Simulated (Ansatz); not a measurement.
Q: Name a neutral molecule of F, N, Si and H with HOMO–LUMO gap (B3LYP/def2-TZVPP) between 6.70 and 7.00 eV and LUMO energy (B3LYP/def2-TZVPP) between -1.30 and -1.00 eV (Ansatz, PBE0-D4/def2-TZVP geometry).

A: `N[SiH](F)[SiH2]F` (6.85 eV, -1.06 eV). Other molecules can fit too; these were computed, each in one conformer that needn't be the lowest.

B3LYP here is the variant with VWN-RPA as its local correlation; programs differ in this.
